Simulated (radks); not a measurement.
Results of a calculation; reference values are marked as such.
Question: The mean radii <r> (bohr) of the occupied orbitals of an atom or ion are listed with their occupations. Code: a radial shooting solver on a logarithmic mesh with Libxc functionals. Model: scalar-relativistic Kohn-Sham, PBEsol, spin-polarised, spherical densities, finite nucleus; Fermi nuclear charge, rms radius of each element as measured or else 0.836 A^(1/3) + 0.57 fm.

orbital  occ.      <r>
1s up       1  0.03112
1s down     1  0.03112
2s up       1   0.1347
2s down     1   0.1346
2p up       3   0.1174
2p down     3   0.1173
3s up       1   0.3574
3s down     1   0.3579
3p up       3   0.3532
3p down     3   0.3539
3d up       5   0.3246
3d down     3   0.3255

Name the element and its charge. Open shells, if any, are filled with parallel spins first.

Answer: Z = 47, silver, charge +21: Ag21+ in [Ar] 3d8. The 1s radius gives Z: for a bare nucleus <r> = (2 gamma + 1)/(2Z) with gamma = sqrt(1 - (Z/c)^2), 0.03062 bohr for Z = 47, and screening makes it slightly larger (0.03112 here). The occupations add up to 26, and the charge is Z minus that.
